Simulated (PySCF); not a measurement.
Ligands exchanged one at a time, B CH3-SH. All species are isolated molecules in the gas phase. One relaxed conformer stands for each flexible species; it need not be the lowest. Strings in code marks are SMILES.

The numbers are results of PySCF 2.14.0 with ωB97X-D3(BJ)/def2-TZVP // B3LYP-D3(BJ)/def2-TZVP, not measurements. All candidates: neutral, multiplicity 1. Delta-SCF ions had no search for a lower state. Excitations are Tamm–Dancoff values on a coarser integration grid. The basis has no diffuse functions, so Rydberg states are missing or too high.

The HOMO–LUMO gap comes out as 13.10 eV and the vertical ionisation energy (Delta-SCF) is 10.91 eV. The T1 excitation (TDA) is 6.26 eV.

Problem. Say which member has these values.
A. `SB(S)S`
B. `CB(C)C`
C. `CB(C)S` (C–B–S–H torsion 2°)
D. `CB(S)S` (S–B–S–H torsion -180°, S–B–S–H torsion 180°)

Solution. B, `CB(C)C`. The others give `CB(S)S` (S–B–S–H torsion -180°, S–B–S–H torsion 180°): 11.26 eV, 9.69 eV, 5.16 eV; `SB(S)S`: 11.28 eV, 9.88 eV, 5.27 eV; `CB(C)S` (C–B–S–H torsion 2°): 12.05 eV, 10.23 eV, 5.62 eV
